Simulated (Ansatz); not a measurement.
Ansatz (a first-principles code) input (B3LYP-D3(BJ)/def2-TZVP):

Ansatz 0.2 input:
```yaml
crystal:
  periodic: [false, false, false]
  atoms:
    - {symbol: W, position_ang: [0.01718860, 0.00631771, 0.00349031]}
    - {symbol: H, position_ang: [0.70825666, 1.29363694, -0.90529269]}
    - {symbol: H, position_ang: [-1.28020020, 0.72087477, 0.82458585]}
    - {symbol: H, position_ang: [0.99179209, -0.66878051, 1.25050388]}
    - {symbol: H, position_ang: [-1.53056825, -0.56256353, -0.31079656]}
    - {symbol: H, position_ang: [-0.16123676, -1.25067791, -1.11728344]}
basis:
  gaussian:
    orbitals: def2-TZVP
hamiltonian:
  xc: b3lyp
  dispersion: d3bj
magnetization: {spin_polarized: true, initial_magnetization: 1}
phonons: {temperatures: {t_min: 298.15, t_max: 298.15, t_step: 100}}
```

Output:

```
Functional definition: B3LYP
integrals: 0.02 GiB planned
613 factors; their error is unknown
mean field: 0.20 GiB planned
mean field evaluation 1: about -1904.1457 eV, gradient 1.1e1 eV
mean field evaluation 2: about -1904.4116 eV, gradient 1.0e1 eV
mean field evaluation 4: about -1904.8994 eV, gradient 1.9e0 eV
mean field evaluation 8: about -1904.9189 eV, gradient 8.0e-2 eV
mean field evaluation 16: about -1904.9227 eV, gradient 8.5e-5 eV
mean field -1904.92270943 eV, -70.0046183687 hartree, gradient 8.5e-5 eV, S^2 0.758361; 1 other end points of the search recorded, 0 dependent functions left out
the calculation of the forces begins
reference -1904.92294509 eV, -70.0046270290 hartree; 10, 9 occupied and 60, 61 virtual orbitals, 613 factors
these checks for a lower state are left out or cut short: stability, starts, cluster_reference, orbital_swaps, neighbouring_geometries, increment
integrals: 0.02 GiB planned
613 factors; their error is unknown
mean field: 0.20 GiB planned
mean field -1904.92260831 eV, -70.0046146523 hartree, gradient 1.9e-6 eV, S^2 0.758367; 0 other end points of the search recorded, 0 dependent functions left out
the calculation of the forces begins
reference -1904.92284393 eV, -70.0046233115 hartree; 10, 9 occupied and 60, 61 virtual orbitals, 613 factors
these checks for a lower state are left out or cut short: stability, starts, cluster_reference, orbital_swaps, neighbouring_geometries, increment
integrals: 0.02 GiB planned
613 factors; their error is unknown
mean field: 0.20 GiB planned
mean field evaluation 32: about -1904.9226 eV, gradient 5.9e-4 eV
mean field -1904.92260876 eV, -70.0046146691 hartree, gradient 1.9e-6 eV, S^2 0.758354; 0 other end points of the search recorded, 0 dependent functions left out
the calculation of the forces begins
reference -1904.92284445 eV, -70.0046233305 hartree; 10, 9 occupied and 60, 61 virtual orbitals, 613 factors
these checks for a lower state are left out or cut short: stability, starts, cluster_reference, orbital_swaps, neighbouring_geometries, increment
integrals: 0.02 GiB planned
613 factors; their error is unknown
mean field: 0.20 GiB planned
mean field -1904.92268383 eV, -70.0046174279 hartree, gradient 1.9e-6 eV, S^2 0.758371; 0 other end points of the search recorded, 0 dependent functions left out
the calculation of the forces begins
reference -1904.92291952 eV, -70.0046260893 hartree; 10, 9 occupied and 60, 61 virtual orbitals, 613 factors
these checks for a lower state are left out or cut short: stability, starts, cluster_reference, orbital_swaps, neighbouring_geometries, increment
integrals: 0.02 GiB planned
613 factors; their error is unknown
mean field: 0.20 GiB planned
mean field -1904.92265987 eV, -70.0046165473 hartree, gradient 1.9e-6 eV, S^2 0.758350; 0 other end points of the search recorded, 0 dependent functions left out
the calculation of the forces begins
reference -1904.92289550 eV, -70.0046252064 hartree; 10, 9 occupied and 60, 61 virtual orbitals, 613 factors
these checks for a lower state are left out or cut short: stability, starts, cluster_reference, orbital_swaps, neighbouring_geometries, increment
integrals: 0.02 GiB planned
613 factors; their error is unknown
mean field: 0.20 GiB planned
mean field -1904.92270845 eV, -70.0046183324 hartree, gradient 1.9e-6 eV, S^2 0.758370; 0 other end points of the search recorded, 0 dependent functions left out
the calculation of the forces begins
reference -1904.92294412 eV, -70.0046269932 hartree; 10, 9 occupied and 60, 61 virtual orbitals, 613 factors
these checks for a lower state are left out or cut short: stability, starts, cluster_reference, orbital_swaps, neighbouring_geometries, increment
integrals: 0.02 GiB planned
613 factors; their error is unknown
mean field: 0.20 GiB planned
mean field evaluation 64: about -1904.9227 eV, gradient 1.9e-6 eV
mean field -1904.92269672 eV, -70.0046179014 hartree, gradient 1.9e-6 eV, S^2 0.758351; 0 other end points of the search recorded, 0 dependent functions left out
the calculation of the forces begins
reference -1904.92293236 eV, -70.0046265612 hartree; 10, 9 occupied and 60, 61 virtual orbitals, 613 factors
these checks for a lower state are left out or cut short: stability, starts, cluster_reference, orbital_swaps, neighbouring_geometries, increment
integrals: 0.02 GiB planned
613 factors; their error is unknown
mean field: 0.20 GiB planned
mean field -1904.92269353 eV, -70.0046177842 hartree, gradient 1.9e-6 eV, S^2 0.758373; 0 other end points of the search recorded, 0 dependent functions left out
the calculation of the forces begins
reference -1904.92292920 eV, -70.0046264451 hartree; 10, 9 occupied and 60, 61 virtual orbitals, 613 factors
these checks for a lower state are left out or cut short: stability, starts, cluster_reference, orbital_swaps, neighbouring_geometries, increment
integrals: 0.02 GiB planned
613 factors; their error is unknown
mean field: 0.20 GiB planned
mean field -1904.92267966 eV, -70.0046172744 hartree, gradient 1.9e-6 eV, S^2 0.758348; 0 other end points of the search recorded, 0 dependent functions left out
the calculation of the forces begins
reference -1904.92291530 eV, -70.0046259340 hartree; 10, 9 occupied and 60, 61 virtual orbitals, 613 factors
these checks for a lower state are left out or cut short: stability, starts, cluster_reference, orbital_swaps, neighbouring_geometries, increment
integrals: 0.02 GiB planned
613 factors; their error is unknown
mean field: 0.20 GiB planned
mean field -1904.92268785 eV, -70.0046175754 hartree, gradient 1.9e-6 eV, S^2 0.758353; 0 other end points of the search recorded, 0 dependent functions left out
the calculation of the forces begins
reference -1904.92292349 eV, -70.0046262353 hartree; 10, 9 occupied and 60, 61 virtual orbitals, 613 factors
these checks for a lower state are left out or cut short: stability, starts, cluster_reference, orbital_swaps, neighbouring_geometries, increment
integrals: 0.02 GiB planned
613 factors; their error is unknown
mean field: 0.20 GiB planned
mean field -1904.92269931 eV, -70.0046179966 hartree, gradient 1.9e-6 eV, S^2 0.758368; 0 other end points of the search recorded, 0 dependent functions left out
the calculation of the forces begins
reference -1904.92293498 eV, -70.0046266573 hartree; 10, 9 occupied and 60, 61 virtual orbitals, 613 factors
these checks for a lower state are left out or cut short: stability, starts, cluster_reference, orbital_swaps, neighbouring_geometries, increment
integrals: 0.02 GiB planned
613 factors; their error is unknown
mean field: 0.20 GiB planned
mean field evaluation 96: about -1904.9191 eV, gradient 2.4e-4 eV
mean field -1904.92268374 eV, -70.0046174243 hartree, gradient 1.9e-6 eV, S^2 0.758344; 0 other end points of the search recorded, 0 dependent functions left out
the calculation of the forces begins
reference -1904.92291941 eV, -70.0046260851 hartree; 10, 9 occupied and 60, 61 virtual orbitals, 613 factors
these checks for a lower state are left out or cut short: stability, starts, cluster_reference, orbital_swaps, neighbouring_geometries, increment
integrals: 0.02 GiB planned
613 factors; their error is unknown
mean field: 0.20 GiB planned
mean field -1904.92269387 eV, -70.0046177966 hartree, gradient 1.9e-6 eV, S^2 0.758377; 0 other end points of the search recorded, 0 dependent functions left out
the calculation of the forces begins
reference -1904.92292951 eV, -70.0046264563 hartree; 10, 9 occupied and 60, 61 virtual orbitals, 613 factors
Total energy: -1905.06942354 eV, -70.0100100127 hartree
Atom 0 at     0.017189     0.006318     0.003490 Å, force    -0.000048    -0.000018    -0.000010 eV/Å
Atom 1 at     0.708257     1.293637    -0.905293 Å, force    -0.000002    -0.000071     0.000071 eV/Å
Atom 2 at    -1.280200     0.720875     0.824586 Å, force     0.000106    -0.000105    -0.000109 eV/Å
Atom 3 at     0.991792    -0.668781     1.250504 Å, force    -0.000021     0.000062    -0.000075 eV/Å
Atom 4 at    -1.530568    -0.562564    -0.310797 Å, force    -0.000006    -0.000002    -0.000001 eV/Å
Atom 5 at    -0.161237    -1.250678    -1.117283 Å, force    -0.000029     0.000133     0.000125 eV/Å
Dipole moment:     0.176309     0.064803     0.035801 e Å
Vibrations: 210.84 307.22 452.95 849.86 928.87 993.95 1019.56 1952.55 1954.45 1993.92 2002.75 2048.38 cm⁻¹, zero-point energy 0.912232 eV
```

The spin state was set by rule; other spins were not relaxed.
